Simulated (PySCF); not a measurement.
Compound: C5H8F3NSi.
Structure used (GFN2-xTB), in Å, numbered top down from 1:
```xyz
18
C5H8F3NSi angstrom
F      2.635   -0.420   -1.233
C      2.378    0.364   -0.175
F      3.557    0.577    0.433
F      1.996    1.553   -0.675
C      1.354   -0.236    0.760
C      0.051   -0.532    0.022
C     -0.932   -1.261    0.910
N     -2.148   -0.968    0.956
C     -2.571    0.137    0.127
Si    -0.988    0.964   -0.588
H      1.192    0.474    1.573
H      1.793   -1.148    1.174
H      0.283   -1.207   -0.810
H     -0.577   -2.080    1.524
H     -3.193    0.787    0.746
H     -3.231   -0.269   -0.643
H     -0.964    1.083   -2.040
H     -0.645    2.188    0.132
```

Mayer bond orders were computed from the PBE0/pcSseg-1 density (PySCF). The structure is a single GFN2-xTB conformer in the gas phase; no vibrational or solvent corrections.

Question: Rank these bonds by Mayer order, highest first.
A. C9–Si10
B. C7–N8
C. N8–C9
D. C2–C5

Answer: B (1.99), D (1.04), C (0.96), A (0.89).

Question: Set the orders of all bonds between heavy atoms beside their lengths and the difference of the Hirshfeld charges at their ends.

Answer: 
| bond | Mayer order | length (Å) | q(first) − q(second) (e) |
| --- | --- | --- | --- |
| C7–N8 | 1.992 | 1.252 | +0.193 |
| C2–C5 | 1.040 | 1.511 | +0.355 |
| C2–F3 | 1.003 | 1.343 | +0.362 |
| F1–C2 | 0.991 | 1.342 | -0.354 |
| C5–C6 | 0.991 | 1.525 | +0.031 |
| C6–C7 | 0.976 | 1.512 | -0.159 |
| C2–F4 | 0.970 | 1.345 | +0.342 |
| N8–C9 | 0.964 | 1.444 | -0.036 |
| C9–Si10 | 0.888 | 1.923 | -0.447 |
| Si10–C6 | 0.831 | 1.921 | +0.449 |

The Mayer order sums products of elements of PS (density times overlap matrix) between the two atoms' basis functions, so it depends on the basis set.

These values come from a run that also computed NMR shieldings. On one thread, Arm Neoverse N1 (aarch64), no GPU, shared host, this took 96 s of wall time (with the writing of density and orbital grids) and 0.96 GiB of memory at its peak.
